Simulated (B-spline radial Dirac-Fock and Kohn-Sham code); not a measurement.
**Auger parameter of nickel: the K level and its strongest K-LL line**

Calculated with a B-spline atomic structure program, using Dirac-Fock energy differences between relaxed states, corrected for Breit and QED terms. The modified Auger parameter α′ is the binding energy plus the kinetic energy of the Auger electron; it does not depend on the energy zero. For free ions it tends to fall with charge, since less charge screens the final holes.

```
            species  configuration  binding 1s (eV)  Auger line  kinetic (eV)  α′ (eV)
                 Ni   [Ar] 3d8 4s2           8345.6    L2L3 J=2        6521.8  14867.4
                 Ni   [Ar] 3d9 4s1           8338.3    L2L3 J=2        6533.2  14871.5
                Ni⁺       [Ar] 3d9           8348.0    L2L3 J=2        6521.7  14869.7
 Ni⁺ (Watson 2.2 Å)       [Ar] 3d9           8341.5    L2L3 J=2        6528.3  14869.7
               Ni²⁺       [Ar] 3d8           8367.5    L2L3 J=2        6496.7  14864.2
  Ni²⁺ (Watson 3 Å)       [Ar] 3d8           8357.9    L2L3 J=2        6506.3  14864.2
               Ni³⁺       [Ar] 3d7           8390.4    L2L3 J=2        6468.6  14859.0
  Ni³⁺ (Watson 3 Å)       [Ar] 3d7           8376.0    L2L3 J=2        6483.0  14859.0
               Ni⁴⁺       [Ar] 3d6           8416.5    L2L3 J=2        6437.5  14854.0
Ni⁴⁺ (Watson 2.4 Å)       [Ar] 3d6           8392.5    L2L3 J=2        6461.5  14854.0
               Ni⁵⁺       [Ar] 3d5           8445.4    L2L3 J=2        6403.7  14849.1
               Ni⁶⁺       [Ar] 3d4           8477.2    L2L3 J=2        6367.3  14844.4
               Ni⁷⁺       [Ar] 3d3           8511.6    L2L3 J=2        6328.4  14840.0
```
